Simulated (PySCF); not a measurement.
Cl5Re, SMILES [Cl][Re+]([Cl])([Cl])([Cl])[Cl] (connectivity only; charge and spin as stated), charge +1, multiplicity 2. Atoms are numbered in the order given.

```xyz
6

Re     0.0000     0.0000     0.0413
Cl     0.0000     2.2613    -0.2005
Cl     0.0000    -2.2613    -0.2005
Cl     0.0000     0.0000     2.2278
Cl     1.9753     0.0000    -1.0045
Cl    -1.9753     0.0000    -1.0045
```
Charge +1, spin multiplicity 2.

Geometry optimised at B3LYP-D3(BJ)/def2-SVP. The spin state was assumed, not searched. The def2 effective core potentials stand for the cores of Re; spin–orbit coupling is left out.

These are PBE/def2-TZVP (PySCF) values and carry that method's errors.

Atomic charges (e):

```
atom  Mulliken  Löwdin  Mulliken spin
----  --------  ------  -------------
Re1       0.87     [?]           0.75
Cl2       0.00     [?]           0.09
Cl3       0.00     [?]           0.09
Cl4       0.08     [?]          -0.03
Cl5       0.02     [?]           0.05
Cl6       0.02     [?]           0.05
```

Q: Fill in the missing entries. (The exact figures need the calculation; the answer reports its results.)

A: 
- Re1, Löwdin: -0.60
- Cl2, Löwdin: 0.27
- Cl3, Löwdin: 0.27
- Cl4, Löwdin: 0.41
- Cl5, Löwdin: 0.32
- Cl6, Löwdin: 0.32
